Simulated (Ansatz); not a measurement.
Coupled-cluster diagnostics for the cluster Na₅H₅, Ansatz.

Geometry of the singlet (PBE0-D4/def2-SVP):

Cartesian coordinates in Å:
```
Na -0.9815 -2.2315 0.1757
Na -1.4270 1.4809 -0.2181
Na 1.1490 -4.9637 -0.0891
Na 2.5031 -1.9140 -1.0404
Na 1.8886 1.7723 -1.4341
H -2.1786 1.4657 2.3255
H 2.9000 0.0214 -1.4880
H -1.9189 -0.4380 0.2423
H 0.0986 2.6076 -0.9537
H -2.0333 2.1991 2.4800
```

Correlated methods freeze 5 core orbitals; core or outer-core shells of Na are correlated, in sets that lack core-valence functions. In the singlet, H6 and H10 lie 0.76 Å apart (atoms count from 1), so H2 has formed as a molecule. Another isomer (singlet) lies 0.53 eV lower at PBE0-D4/def2-TZVP; other spin states weren't run for this one.

Q: Estimate the CCSD(T) correlation energy, the shares of MP2 and (T), T1 and the reference's ⟨S²⟩ for: charge 0, singlet, own geometry in def2-SVP; and the rough time on 4 threads of Arm Neoverse V1 on a shared host.

A: 
| state | basis | correlation (eV) | MP2 share (%) | (T) share (%) | T1 | ⟨S²⟩ (pure) | wall time | remarks |
| --- | --- | --- | --- | --- | --- | --- | --- | --- |
| charge 0, singlet, own geometry | def2-SVP | -4.279 | 74.4 | 0.8 | 0.005 | 0.00 (0.00) | 13 s | restricted SCF unstable |
Customary marks for T1 are 0.02 (closed shells), 0.045 (open shells) and about 0.05 (3d metals). T1 stays under 0.02 throughout.
